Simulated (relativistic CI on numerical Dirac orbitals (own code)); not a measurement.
## Hyperfine structure of Nd³⁴⁺, mass number 143

Calculated at this level of theory: Dirac-Coulomb-Breit CI, orbitals from a KLI potential per configuration, model QED, unscaled Slater integrals (own radial code, finite nucleus).

Configurations in the expansion (outside the closed core [Ne]): 3s2 3p6 3d8, 3s2 3p5 3d9, 3s2 3p4 3d10, 3s 3p6 3d9, 3p6 3d10, 3s 3p5 3d10, 3s2 3p6 3d7 4s, 3s2 3p6 3d7 4p, 3s2 3p6 3d7 4d, 3s2 3p4 3d9 4s, 3s2 3p4 3d9 4p, 3s2 3p5 3d8 4s, 3s2 3p6 3d7 4f, 3s2 3p4 3d9 4d, 3s2 3p5 3d8 4p, 3s 3p5 3d9 4s. Levels of other configurations are missing.

Nuclear spin I = 7/2, μ = -1.065 μN, Q = -0.61 b (tables of Stone and Pyykkö). The electronic factors are computed for point nuclear moments, without core polarisation or the Bohr-Weisskopf and QED corrections.

```tsv
Level	E (cm⁻¹)	A (MHz)	B (MHz)
3s2 3p6 3d8 3F_4	0	-5310	13600
3s2 3p6 3d8 1D_2	54734	-5613	-11400
3s2 3p6 3d8 3F_3	179223	-7669	7760
3s2 3p6 3d8 3P_2	233983	-6330	-3100
3s2 3p6 3d8 3P_1	266013	598.7	7830
3s2 3p6 3d8 1G_4	276662	-8392	42600
3s2 3p6 3d8 3F_2	401526	-12790	-3660
3s2 3p5 3d9 3F°_4	2354748	-13290	123000
```

Levels with J = 0, under 50 % of one LS term, or S terms without an open s electron are left out. Small factors come from cancelling terms and can be off by tens of per cent or more.

At this charge energies of transitions that change n are usually good to better than 1 %, and those within a shell (Δn = 0) to a few per cent. Terms inside the open d or f shell come out 10 to 20 % too wide with unscaled integrals.

Give the hyperfine levels of 3s2 3p6 3d8 3F_4 relative to its centre of gravity.

With K = F(F + 1) − I(I + 1) − J(J + 1), E = AK/2 + B[¾K(K + 1) − I(I + 1)J(J + 1)]/[2I(2I − 1)J(2J − 1)]: F = 1/2: 99600, F = 3/2: 89920, F = 5/2: 74130, F = 7/2: 52750, F = 9/2: 26510, F = 11/2: -3644, F = 13/2: -36580, F = 15/2: -70940 MHz.

LS names give the leading component of a level, which can be under half, so a name can repeat, a term be missing and a line seem to break the LS rules.
